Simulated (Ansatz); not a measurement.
Start from `[SiH3][SiH]1[CH2][GeH2]1` and change one atom or group to get `C[SiH]1[CH2][GeH2]1`.

Ansatz, PBE0-D4/def2-TZVP geometries, multiplicity 1. 

Scalar relativity is left out up to krypton.

| property | `[SiH3][SiH]1[CH2][GeH2]1` |
| --- | --- |
| HOMO energy (PBE/def2-TZVPP) / eV | -5.58 |
| size of the dipole moment (ωB97M-V/def2-TZVPP) / D | 0.30 |
| size of the dipole moment (B3LYP/def2-TZVPP) / D | 0.34 |
| HOMO–LUMO gap (ωB97M-V/def2-TZVPP) / eV | 9.58 |
| LUMO energy (PBE/def2-TZVPP) / eV | -1.42 |
| size of the dipole moment (PBE/def2-TZVPP) / D | 0.42 |

(1) What does the change do to each property? (Best estimate.)

## Answers

(1) The calculation gave: 
```csv
property,`C[SiH]1[CH2][GeH2]1`,shift
HOMO energy (PBE/def2-TZVPP) / eV,-5.37,0.21
size of the dipole moment (ωB97M-V/def2-TZVPP) / D,1.17,0.87
size of the dipole moment (B3LYP/def2-TZVPP) / D,1.16,0.82
HOMO–LUMO gap (ωB97M-V/def2-TZVPP) / eV,10.17,0.59
LUMO energy (PBE/def2-TZVPP) / eV,-0.74,0.68
size of the dipole moment (PBE/def2-TZVPP) / D,1.16,0.74
```

With PBE0 the HOMO rises by 0.18 eV and the LUMO rises by 0.72 eV, so the gap widens by about 0.54 eV. PBE moves the HOMO by 0.21 eV and ωB97M-V by 0.13 eV. Dipoles are sizes alone; their direction can turn.

B3LYP here is the variant with VWN-RPA as its local correlation; programs differ in this.
